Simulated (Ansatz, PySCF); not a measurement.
Gas-phase reaction (SMILES): C[O][Al]([Cl])[Cl] + N (NH3) -> [NH2][Al]([Cl])[Cl] + CO (CH4O); ammonia cleaves one Al-O bond, a model of a ligand-exchange step.

Each molecule is optimised on its own at B3LYP-D3(BJ)/def2-TZVP (Ansatz, a quantum-chemistry and plane-wave program), one conformer each, not searched for the lowest. Valence correlation only, unless marked. No spin-orbit coupling. No relativistic terms. CBS(X,Y): correlation extrapolated as X^-3; Hartree-Fock from the larger set. Thermal terms are rigid-rotor harmonic-oscillator values from B3LYP-D3(BJ) frequencies (Ansatz or PySCF) at 298.15 K and 1 atm. 1 Eh = 627.5095 kcal/mol.

```csv
species,"E, CCSD(T)/CBS(cc-pV(T+d)Z,cc-pV(Q+d)Z) (Ansatz) (Eh)","E, wB97X-V/def2-TZVPD (Ansatz) (Eh)",H - E (Eh)
C[O][Al]([Cl])[Cl],-1276.77950,-1278.02670,0.05367
N (NH3),-56.50369,-56.56167,0.03799
[NH2][Al]([Cl])[Cl],-1217.65891,-1218.84205,0.03578
CO (CH4O),-115.60979,-115.73216,0.05533
```

Task: Work out ΔE and ΔH at 298.15 K at the first level, then ΔH at the second.

Result: 
1. ΔE = [(-1217.65891) + (-115.60979)] - [(-1276.77950) + (-56.50369)] = 0.01449 Eh = 9.1 kcal/mol at CCSD(T)/CBS(cc-pV(T+d)Z,cc-pV(Q+d)Z).
2. The terms H - E add up to -0.00055 Eh, so ΔH = (0.01449 + (-0.00055))×627.5095 = 8.7 kcal/mol.
3. At wB97X-V/def2-TZVPD the same steps give ΔE = 8.9 and ΔH = 8.5 kcal/mol, a shift of -0.2 from the first level.
4. These values are not checked against measurement here, since the tables used lack a sound gas-phase enthalpy of formation for at least one species.
